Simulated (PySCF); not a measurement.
**Trend along group 14: MSi molecules**

PBE0 with double-zeta basis sets in PySCF, for the lowest determinant that a PBE0 search found; no spin–orbit coupling. De refers to high-spin ground-configuration atoms. A positive dipole means M(−)Si(+).

| M | basis | state (unpaired electrons) | Re (Å) | ωe (cm⁻¹) | De (eV) | μ (D) |
| --- | --- | --- | --- | --- | --- | --- |
| C | cc-pV(D+d)Z/cc-pVDZ | triplet (σ ↑, π ↑) | 1.719 | 987 | 4.31 | 1.42 |
| Si | def2-SVPD | triplet (π ↑↑) | 2.266 | 518 | 3.35 | n/a |
| Sn | x2c-SVPall | triplet (π ↑↑) | 2.514 | 358 | 2.78 | -0.97 |
| Pb | def2-SVP | triplet (π ↑↑) | 2.592 | 324 | 2.54 | -1.63 |

The shortest bond is that of SiC (1.719 Å), the longest that of SiPb (2.592 Å).

The rows differ in basis set, which adds steps of its own.

The state changes along the series, so neighbouring rows are not always alike in their bonding.

These are scalar-relativistic numbers at best; spin–orbit coupling would shift them, the dissociation energy most. States were picked by a PBE0 search and need not be the measured ground states.
